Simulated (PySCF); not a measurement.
UHF on Cl⁺ (chlorine, charge +1)

Configuration: [Ne] 3s1 3p5, 3s spin antiparallel (an excited configuration). All numbers are calculated (PySCF 2.14, the spin-free X2C one-electron Hamiltonian (Gaussian nucleus), in aug-cc-pVTZ-DK (6s5p3d2f, 50 functions)).

| Quantity | Value |
| --- | --- |
| Total energy | -459.803879 hartree |
| One-electron energy | -627.7731 hartree |
| Hartree (Coulomb) energy | 195.0950 hartree |
| Exchange energy | -27.1257 hartree |
| ⟨S²⟩ | 1.0071 |
| ⟨L²⟩ | 2.024 |
| Sum of ⟨r⟩ | 13.57 bohr |
| Sum of ⟨r²⟩ | 21.66 bohr² |
| Traceless quadrupole moment −½Σ⟨3z² − r²⟩ along its main axis | 1.36 e·bohr² |
| Langevin diamagnetic susceptibility | -17.2 ×10⁻⁶ cm³/mol |

```csv
shell,electrons,mean orbital energy (hartree),spread (hartree),"rms radius, mean of both spins (bohr)"
1s β,1,-105.82429,0,0.105
1s α,1,-105.80848,0,0.105
2s β,1,-11.22582,0,0.479
2s α,1,-11.18749,0,0.479
2p β,3,-8.62203,0.02175,0.450
2p α,3,-8.61985,0.03077,0.450
3s β,1,-1.53130,0,1.59
3p β,2,-0.95849,0,1.87
3p α,3,-0.87155,0.07607,1.87
```

With the s spin flipped the determinant is a mixture of two multiplicities, not a spectroscopic state.

Densities and radii are taken from the X2C orbitals without a picture-change correction, which distorts them close to the nucleus.

Spin-orbit constants ζ (cm⁻¹) from the X2C one-electron operator on these orbitals: bare nucleus, nucleus screened by l(l+1)(2l+1)/3 electrons, and screened by the Breit-Pauli mean field of the electrons.

| shell | bare | screened nucleus | mean field |
| --- | --- | --- | --- |
| 2p | 9987 | 8812 | 8275 |
| 3p | 748.1 | 660.1 | 612.5 |
